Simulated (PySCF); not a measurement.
C2H6O2Si, SMILES CC(=O)O[SiH3]. Atoms are numbered in the order given.

```xyz
11

Si    -0.0747    -1.7233     0.0000
O     -0.7331    -0.1330     0.0000
C      0.1593     0.8802     0.0000
C     -0.4977     2.2277     0.0000
O      1.3520     0.6722     0.0000
H      0.7238    -1.9579    -1.2308
H     -1.2900    -2.5783     0.0000
H      0.7238    -1.9579     1.2308
H      0.2622     3.0172     0.0000
H     -1.1472     2.3211    -0.8835
H     -1.1472     2.3211     0.8835
```

Coordinates come from a r2SCAN-D4/def2-SVP optimisation.

Computed with TDDFT-CAM-B3LYP/def2-SVPD (PySCF).

Vertical excitations.  State labels are in the subgroup Cs.

Computed UV-visible absorptions:
```
state  symmetry  energy (eV)  λ (nm)      f                                                                  main pairs
-----  --------  -----------  ------  -----  --------------------------------------------------------------------------
S1           A"         5.83     213  0.001                                                            HOMO→LUMO+1 95 %
S2           A'         7.67     162  0.026                                                              HOMO→LUMO 86 %
S3           A"         8.07     154  0.002                                                            HOMO−1→LUMO 81 %
S4           A'         8.15     152  0.089                                        HOMO−1→LUMO+1 66 %, HOMO→LUMO+2 13 %
S5           A"         8.34     149  0.000                                      HOMO−4→LUMO+1 46 %, HOMO−2→LUMO+1 46 %
S6           A'         8.38     148  0.020                                                            HOMO−2→LUMO 76 %
S7           A'         8.64     144  0.051                                        HOMO→LUMO+2 72 %, HOMO−1→LUMO+1 13 %
S8           A"         8.92     139  0.038                       HOMO−1→LUMO+2 61 %, HOMO−3→LUMO 19 %, HOMO−1→LUMO 9 %
S9           A'         9.01     138  0.007                                                            HOMO→LUMO+3 78 %
S10          A"         9.20     135  0.045  HOMO−3→LUMO 47 %, HOMO−1→LUMO+2 15 %, HOMO−4→LUMO+1 8 %, HOMO−2→LUMO+4 8 %
T1           A"         5.32     233      0                                                            HOMO→LUMO+1 94 %
T2           A'         6.17     201      0                                      HOMO−1→LUMO+1 57 %, HOMO−3→LUMO+1 34 %
T3           A'         7.53     165      0                                                              HOMO→LUMO 93 %
T4           A"         7.64     162      0                                                            HOMO−1→LUMO 69 %
```
Triplets are in the Tamm–Dancoff approximation, which puts them higher than full response would, so one can lie above its singlet here.
